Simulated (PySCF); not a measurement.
How ionic is MCa along the alkali metals?

PBE0 in PySCF with x2c-TZVPall on every atom, spin-free X2C, for the lowest determinant that a PBE0 search found; no spin–orbit coupling. A negative dipole means M(+)Ca(−).

```tsv
M	state (unpaired electrons)	Re (Å)	μ (D)
Li	doublet (σ ↑)	3.426	-0.60
Na	doublet (σ ↑)	3.682	-0.95
K	doublet (σ ↑)	4.260	-2.37
Rb	doublet (σ ↑)	4.435	-2.70
Cs	doublet (σ ↑)	4.658	-3.39
```

Problem. Give the ionic character |μ|/(e·Re) of each, with 1 e·Å = 4.803 D, and the positive end.

Solution. LiCa 4 % (Li positive), NaCa 5 % (Na positive), KCa 12 % (K positive), RbCa 13 % (Rb positive), CsCa 15 % (Cs positive). Lone pairs and polarisation enter μ too, so this number is only a rough measure of charge transfer.

Spin–orbit coupling is left out. States were picked by a PBE0 search and need not be the measured ground states.
